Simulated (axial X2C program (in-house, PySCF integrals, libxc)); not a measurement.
# NaCd⁻: from the spin-free to the two-component result

All values were computed with an in-house relativistic program for diatomic molecules. Spin-free means the one-electron spin-free X2C Hamiltonian; two-component (2c) means X2C with spin–orbit coupling and atomic mean-field two-electron Coulomb and Gaunt terms, so the difference of the two also holds small scalar two-electron terms. Basis: Cd dyall-acv3z [13s13p9d5f3g], Na dyall-av3z [10s9p5d2f] (cores contracted in-house); Gaussian nuclei, density fitting, unrestricted open shells. Masses: Cd 113.903 u, Na 22.990 u.

Spin-free state: M_S = 0, Λ = 0 (closed shell); fragments Cd + Na-.

```csv
level,Re (Å),ωe (cm⁻¹),De (eV)
MP2,3.856,46.0,0.136
```

Correlated methods: 14 electrons correlated (number of frozen shells: Cd 4 s, 3 p, 1 d; Na 2 s, 1 p), 332 virtual spin orbitals or spinors in MP2.

Dipoles are positive if Na is the positive end and refer to the centre of mass.

Two-component determinant lowest at the distance of the search:

Ω = 0 (closed shell); fragments Cd + Na-.

```
level  Re (Å)  ωe (cm⁻¹)  De (eV)
  MP2   3.854       46.1    0.136
```

Problem. From the two tables, how do the constants change at the MP2 level (2c against spin-free)?

Solution. At the MP2 level Re falls by 0.002 Å and ωe stays the same within 0.2 cm⁻¹; De changes by 0.000 eV.

Occupations by symmetry block were frozen at the best pattern of an incomplete PBE0 search. De is counted from the lowest determinant-based energies of the atoms at the same level, without counterpoise correction. PBE0 can misorder states that lie within some tenths of an eV, so this need not be the ground state of the molecule. The nearest other spin-free determinant of the search, M_S = 1, Λ = 0, lies 0.49 eV up at the distance of the search. With the outer-core shells frozen, correlated bond lengths of heavy atoms tend to come out a few hundredths of an ångström too long.
